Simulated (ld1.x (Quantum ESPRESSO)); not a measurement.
## Configuration tests for lead (Pb) (PAW)

lead, PAW, made with ld1.x (Quantum ESPRESSO) 7.5 (PBE, fully relativistic). Core [Xe] 4f14, reference 5d10 6s2 6p1.75 (charge +0.25). Waves: 6s (bound): rcut 1.65, rcutus 1.90 bohr; 6s channel at 1.76 Ry: rcut 1.65, rcutus 1.90 bohr; 6p (bound): rcut 1.70, rcutus 2.35 bohr; 6p channel at -0.05 Ry: rcut 1.70, rcutus 2.35 bohr; 5d (bound): rcut 1.75, rcutus 1.90 bohr; 5d channel at 1.75 Ry: rcut 1.75, rcutus 1.90 bohr. Local part: all-electron potential smoothed inside 1.60 bohr (lloc = -2). Core correction: Bessel-smoothed model core inside 1.15 bohr. Augmentation charge: PSQ, inside the norm-conserving radii.

Open shells are filled in proportion to 2j + 1 (rel_dist='average').

Energies are relative to the spin-unpolarised reference configuration 5d10 6s2 6p1.75; without spin polarisation the order of configurations can differ from experiment.

```csv
valence configuration,charge,ΔE all-electron (eV),error AE − PS (meV)
5d10 6s2 6p2,0,-1.084,-0.1
5d10 6s2 6p1,+1,5.614,-0.2
5d10 6s2 6p0,+2,19.219,-0.8
5d10 6s2 6p1.5,+0.5,1.465,-0.2
5d10 6s2 6p2.3,-0.3,-1.916,-0.3
5d10 6s0 6p4,0,16.395,-2.9
5d10 6s1 6p0,+3,51.625,-6.8
```

Levels in the configuration 5d10 6s0 6p4:

```csv
level,all-electron (eV),pseudo (eV)
5d j=3/2,-25.866,-25.884
5d j=5/2,-23.239,-23.256
6p j=1/2,-6.142,-6.143
6p j=3/2,-4.393,-4.394
```

The ghost test of this file was not conclusive.
